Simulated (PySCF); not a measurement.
Species: InCl2(OEt), C2H5Cl2InO.
SMILES: `CC[O][In]([Cl])[Cl]`

A linear-response calculation (PySCF, def2-SVPD basis, gas phase, vertical, core orbitals frozen in the response) gave these numbers; the functional is withheld.

Orbital energies (eV): HOMO-3 -11.31, HOMO-2 -11.18, HOMO-1 -10.41, HOMO -10.22, LUMO -1.13, LUMO+1 0.12, LUMO+2 1.59.

```
state  E (eV)       f  main configurations (H = HOMO, L = LUMO)
   S1    4.45  0.0031                                 H→L (92%)
   S2    5.11   0.101                   H-1→L (82%), H→L+1 (9%)
   S3    5.47   0.027                               H-2→L (94%)
   S4    5.52  0.0001                               H-3→L (97%)
   S5    5.75   0.010                               H-4→L (93%)
   S6    5.92   0.035                               H-5→L (92%)
```

Triplets (Tamm–Dancoff): T1 4.13 eV, H→L (92%); T2 4.31 eV, H-1→L (91%); T3 5.07 eV, H-2→L (95%); T4 5.21 eV, H-3→L (94%).

Vertical ionisation energy by ΔSCF with the same functional: 10.30 eV. Mean static polarisability: 90.6 au.

**Question.** Name the functional.
A. B3LYP
B. HF
C. PBE
D. wB97X-D

**Answer.** D. wB97X-D is range-separated, 22% exact exchange at short range and 100% at long range (ω = 0.2 bohr⁻¹). In this run −ε(HOMO) = 10.22 eV differs from the ΔSCF value by -0.08 eV, and S1 differs from the orbital gap of 9.09 eV by -4.64 eV. The ratio −ε(HOMO)/IP is 0.99. Usual ranges for neutral molecules in this basis: 0.89 to 0.99 with wB97X-D, 0.5 to 0.7 with PBE, 0.67 to 0.83 with B3LYP; with Hartree–Fock the ratio is 1 or more (Koopmans' value less the relaxation energy is the ΔSCF value). The other options: PBE, a GGA without exact exchange; HF, time-dependent Hartree–Fock, 100% exact exchange; B3LYP, a global hybrid with 20% exact exchange.

Theory: TDDFT wB97X-D/def2-SVPD, vertical, gas phase, core orbitals frozen in the response, def2 core potentials past Kr (PySCF). Geometry: PBE0-D3(BJ)/def2-SVP, one conformer, isolated molecule. Spin–orbit coupling is left out.

Time: 3.4 min of wall time (with the writing of density and orbital grids); peak memory 1.0 GiB. Hardware: one thread, Arm Neoverse V1 (aarch64), shared host with 32 logical CPUs at a one-minute load of 22.
